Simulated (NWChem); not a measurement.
Molecule: CHCl, singlet; SMILES [CH]Cl

All runs: NWChem. Low-valent species are run as closed-shell singlets; no triplet was tried in these runs. Structure relaxed at the PBE-D3(BJ)/def2-SVP level. Solvent water, SMD (1 M gas to 1 M solution), gas-phase geometry.

Q: Predict the results for B3LYP/STO-3G. Quantities: solvation free energy (kcal/mol); cavity-dispersion-structure term (kcal/mol); dipole in solution (D).

A: 
```
Property                                     Result
-------------------------------------------  ------
solvation free energy (kcal/mol)                1.7
cavity-dispersion-structure term (kcal/mol)     4.4
dipole in solution (D)                         1.44
```
